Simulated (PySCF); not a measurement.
Compound: C₆H₉ClSi.
Structure used (GFN2-xTB), in Å, numbered top down from 1:
```
atom  x, y, z in Å
C1     4.2821   -0.4865    0.3250
C2     3.1564   -0.3486   -0.0732
C3     1.8301   -0.1882   -0.5108
C4     0.7654   -0.0893    0.2907
Cl5    0.9939   -0.1594    2.0104
Si6   -1.0365    0.1305   -0.2647
C7    -2.0372   -1.3484    0.3814
C8    -1.6861    1.7588    0.4656
H9     5.2685   -0.6082    0.6603
H10    1.6768   -0.1419   -1.5804
H11   -1.0267    0.1691   -1.7368
H12   -1.6405   -2.2893    0.0118
H13   -3.0766   -1.2834    0.0744
H14   -2.0149   -1.3864    1.4669
H15   -2.7105    1.9459    0.1583
H16   -1.0848    2.6049    0.1465
H17   -1.6663    1.7325    1.5514
```

Computed, not measured: TDDFT B3LYP/def2-SVPD, vertical, gas phase, core orbitals frozen in the response (PySCF 2.14.0, density-fitted response routines).

```
state  λ (nm)  E (eV)       f  |μ| (D)  symmetry  main configurations (H = HOMO, L = LUMO)
   S1   246.9    5.02  0.0000     0.04         –                               H-1→L (97%)
   S2   243.7    5.09   0.419     4.66        A′                                 H→L (92%)
   S3   221.2    5.61  0.0018     0.29         –                               H-2→L (97%)
   S4   207.8    5.97  0.0007     0.18         –                  H→L+2 (62%), H→L+1 (31%)
   S5   204.5    6.06  0.0000     0.01         –     H→L+1 (57%), H→L+2 (26%), H→L+3 (10%)
   S6   192.5    6.44   0.025     1.01        A′                  H-3→L (80%), H-4→L (15%)
   S7   189.0    6.56   0.052     1.45        A′                  H-4→L (71%), H-3→L (19%)
   S8   185.7    6.67  0.0005     0.14         –                  H→L+3 (44%), H→L+5 (37%)
```

Triplets (Tamm–Dancoff): T1 3.20 eV, H→L (96%); T2 4.74 eV, H-1→L (92%); T3 5.31 eV, H-2→L (95%).

The lowest singlet lies at 5.02 eV (247 nm, ultraviolet) and is dark (f under 0.0005); its leading configuration is HOMO-1→LUMO (97%). The most intense listed level is S2 at 5.09 eV (244 nm, f = 0.419), 0.07 eV above S1. Löwdin shares by element: HOMO carbon 60% or more, chlorine 17% (atoms not listed hold the other 24%); LUMO carbon 79% or more (atoms not listed hold the other 21%). Weighted by f, the mean energy of these states is 5.31 eV. Orbital energies (eV): HOMO-3 -8.76, HOMO-2 -8.28, HOMO-1 -7.89, HOMO -6.80, LUMO -1.53, LUMO+1 0.12, LUMO+2 0.40. Of the 8 states listed, 3 reach f = 0.01 and 3 stay under 0.0005. No computed singlet lies in the visible range (380 to 750 nm); the lowest, at 247 nm, stands 1.76 eV above its violet end (3.26 eV); a Tamm–Dancoff triplet lies at 387 nm, without intensity as long as spin–orbit coupling is left out. Symmetry labels in Cs follow from the direction of the transition dipole and are given only for states with f of 0.002 or more. The window holds the lowest 8 singlets.

Hardware: one thread of an Arm Neoverse N1, no GPU, on a shared host. Cost: 97 s of wall time, 0.99 GiB resident at most.

One conformer stands for the species.
